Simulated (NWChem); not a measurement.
System: C₂H₉NSi; SMILES CN(C)[SiH3]

NWChem input:

```
start job
memory heap 200 mb stack 900 mb global 1100 mb
geometry units angstroms noautosym nocenter noautoz
  C     -0.046885    -1.150749     1.210362
  N      0.126584    -0.388256     0.000000
  C     -0.046885    -1.150749    -1.210362
  Si     0.003008     1.343355     0.000000
  H      0.641828    -2.016333     1.230379
  H     -1.075432    -1.549673     1.331676
  H      0.176228    -0.534445     2.094949
  H      0.641828    -2.016333    -1.230379
  H      0.176228    -0.534445    -2.094949
  H     -1.075432    -1.549673    -1.331676
  H     -1.396409     1.897669     0.000000
  H      0.678289     1.855280    -1.231203
  H      0.678289     1.855280     1.231203
end
basis spherical
  * library pcsseg-1
end
dft
  xc pbe0
  iterations 150
end
property
  shielding 8 1 2 4 5 6 7 11 12
end
task dft property
```

Parts of the log:

```
             Northwest Computational Chemistry Package (NWChem) 7.3.0
             --------------------------------------------------------

                             Geometry "geometry" -> ""
                             -------------------------

 Output coordinates in angstroms (scale by  1.889725989 to convert to a.u.)

  No.       Tag          Charge          X              Y              Z
 ---- ---------------- ---------- -------------- -------------- --------------
    1 C                    6.0000    -0.04688500    -1.15074900     1.21036200
    2 N                    7.0000     0.12658400    -0.38825600     0.00000000
    3 C                    6.0000    -0.04688500    -1.15074900    -1.21036200
    4 Si                  14.0000     0.00300800     1.34335500     0.00000000
    5 H                    1.0000     0.64182800    -2.01633300     1.23037900
    6 H                    1.0000    -1.07543200    -1.54967300     1.33167600
    7 H                    1.0000     0.17622800    -0.53444500     2.09494900
    8 H                    1.0000     0.64182800    -2.01633300    -1.23037900
    9 H                    1.0000     0.17622800    -0.53444500    -2.09494900
   10 H                    1.0000    -1.07543200    -1.54967300    -1.33167600
   11 H                    1.0000    -1.39640900     1.89766900     0.00000000
   12 H                    1.0000     0.67828900     1.85528000    -1.23120300
   13 H                    1.0000     0.67828900     1.85528000     1.23120300

 Effective nuclear repulsion energy (a.u.)     179.5213190729

                              NWChem Property Module
                              ----------------------

  itol2e modified to match energy
  convergence criterion.

                                 NWChem DFT Module
                                 -----------------

 Summary of "ao basis" -> "ao basis" (spherical)
 ------------------------------------------------------------------------------
       Tag                 Description            Shells   Functions and Types
 ---------------- ------------------------------  ------  ---------------------
 C                          pcsseg-1                 7       17   3s3p1d
 N                          pcsseg-1                 7       17   3s3p1d
 Si                         pcsseg-1                10       24   4s5p1d
 H                          pcsseg-1                 3        5   2s1p

  itol2e modified to match energy
  convergence criterion.

            General Information
            -------------------
          SCF calculation type: DFT
          Wavefunction type:  closed shell.
          No. of atoms     :    13
          No. of electrons :    42
           Alpha electrons :    21
            Beta electrons :    21
          Charge           :     0
          Spin multiplicity:     1
          Use of symmetry is: off; symmetry adaption is: off
          Maximum number of iterations: 150
          AO basis - number of functions:   120
                     number of shells:    58
          Convergence on energy requested:  1.00D-07
          Convergence on density requested:  1.00D-05
          Convergence on gradient requested:  5.00D-04

              XC Information
              --------------
                         PBE0 Method XC Functional
                     Hartree-Fock (Exact) Exchange  0.250
          PerdewBurkeErnzerhof Exchange Functional  0.750
            Perdew 1991 LDA Correlation Functional  1.000 local
           PerdewBurkeErnz. Correlation Functional  1.000 non-local

[...]

          -----------------------------------------
          Chemical Shielding Tensors (GIAO, in ppm)
          -----------------------------------------

                                NWChem CPHF Module
                                ------------------

  scftype          =     RHF
  nclosed          =       21
  nopen            =        0
  variables        =     2079
  # of vectors     =        3
  tolerance        = 0.10D-03
  level shift      = 0.00D+00
  max iterations   =       50
  max subspace     =       30

 SCF residual:    6.0003119974766776E-005

Iterative solution of linear equations
  No. of variables     2079
  No. of equations        3
  Maximum subspace       30
        Iterations       50
       Convergence  1.0D-04

   iter   nsub   residual    time
   ----  ------  --------  ---------
     1      3    5.04D-01     100.2
     2      6    1.45D-02     110.7
     3      9    6.57D-04     120.5
     4     12    5.27D-05     130.3

      Atom:    1  C
        Diamagnetic
    241.0202      1.5505     -2.2735
      1.5505    247.1621     -9.9440
     -2.2735     -9.9440    254.7787

        Paramagnetic
   -115.4395     -0.3598     -0.3567
     -0.3598   -109.7808    -17.8739
     -0.3567    -17.8739    -86.8133

        Total Shielding Tensor
    125.5807      1.1907     -2.6302
      1.1907    137.3813    -27.8179
     -2.6302    -27.8179    167.9654

           isotropic =     143.6425
          anisotropy =      61.3719

          Principal Components and Axis System
                 1           2           3
              184.5570    125.4627    120.9076

      1        -0.0486      0.9964      0.0689
      2        -0.5082     -0.0841      0.8571
      3         0.8598      0.0066      0.5105

      Atom:    2  N
        Diamagnetic
    303.3225      0.1085     -0.0000
      0.1085    339.8499     -0.0000
     -0.0000     -0.0000    336.9270

        Paramagnetic
    -79.3344      3.6926     -0.0000
      3.6926    -71.6722     -0.0000
     -0.0000     -0.0000    -51.6499

        Total Shielding Tensor
    223.9881      3.8011     -0.0000
      3.8011    268.1777     -0.0000
     -0.0000     -0.0000    285.2771

           isotropic =     259.1476
          anisotropy =      39.1942

          Principal Components and Axis System
                 1           2           3
              285.2771    268.5023    223.6635

      1        -0.0000      0.0851      0.9964
      2        -0.0000      0.9964     -0.0851
      3         1.0000      0.0000      0.0000

      Atom:    3  Si
        Diamagnetic
    877.2561     -0.3943     -0.0000
     -0.3943    886.2279      0.0000
     -0.0000      0.0000    879.1877

        Paramagnetic
   -540.4084     19.0627      0.0000
     19.0627   -402.9340      0.0000
      0.0000      0.0000   -517.4675

        Total Shielding Tensor
    336.8476     18.6684      0.0000
     18.6684    483.2939      0.0000
      0.0000      0.0000    361.7202

           isotropic =     393.9539
          anisotropy =     137.5235

          Principal Components and Axis System
                 1           2           3
              485.6362    361.7202    334.5053

      1         0.1245      0.0000      0.9922
      2         0.9922     -0.0000     -0.1245
      3         0.0000      1.0000     -0.0000

      Atom:    4  H
        Diamagnetic
     27.2514     -7.1956      1.3763
     -7.1956     34.3701     -4.4775
      1.3763     -4.4775     26.0757

        Paramagnetic
      0.3407      3.8849     -0.0391
      3.8849     -3.2266      0.3015
     -0.0391      0.3015      1.8767

        Total Shielding Tensor
     27.5920     -3.3108      1.3372
     -3.3108     31.1435     -4.1760
      1.3372     -4.1760     27.9524

           isotropic =      28.8960
          anisotropy =       9.9884

          Principal Components and Axis System
                 1           2           3
               35.5549     26.4342     24.6989

      1        -0.4032      0.8063      0.4328
      2         0.7703      0.0437      0.6362
      3        -0.4940     -0.5899      0.6387

      Atom:    5  H
        Diamagnetic
     34.4924      6.4424     -4.4211
      6.4424     26.7389     -4.0250
     -4.4211     -4.0250     25.9932

        Paramagnetic
     -3.9347     -3.4697      1.1077
     -3.4697      1.1611      0.6674
      1.1077      0.6674      2.2638

        Total Shielding Tensor
     30.5577      2.9726     -3.3134
      2.9726     27.9000     -3.3576
     -3.3134     -3.3576     28.2570

           isotropic =      28.9049
          anisotropy =       9.8499

          Principal Components and Axis System
                 1           2           3
               35.4715     26.5322     24.7109

      1         0.6713      0.7400      0.0422
      2         0.5044     -0.4979      0.7055
      3        -0.5431      0.4523      0.7075

      Atom:    6  H
        Diamagnetic
     22.3112      1.4659      2.0466
      1.4659     27.8349      2.5508
      2.0466      2.5508     38.4633

        Paramagnetic
      1.9726     -0.8717     -1.1196
     -0.8717     -0.9108     -2.5817
     -1.1196     -2.5817     -3.9281

        Total Shielding Tensor
     24.2838      0.5942      0.9270
      0.5942     26.9241     -0.0309
      0.9270     -0.0309     34.5352

           isotropic =      28.5810
          anisotropy =       9.0561

          Principal Components and Axis System
                 1           2           3
               34.6185     27.0482     24.0765

      1         0.0895      0.2033      0.9750
      2         0.0029      0.9789     -0.2044
      3         0.9960     -0.0211     -0.0870

      Atom:    7  H
        Diamagnetic
     34.6219     -6.1727     -0.0000
     -6.1727     28.1526     -0.0000
     -0.0000     -0.0000     23.3587

        Paramagnetic
     -6.2603      2.2917     -0.0000
      2.2917      0.0348     -0.0000
     -0.0000     -0.0000     -0.1560

[...]
```

Level: PBE0/pcSseg-1, GIAO. All runs use the structure optimised with PBE0/def2-SVP. The output numbers the shielded atoms by their place in the input's list. The printed shielding anisotropy is the first printed principal value minus the mean of the other two.
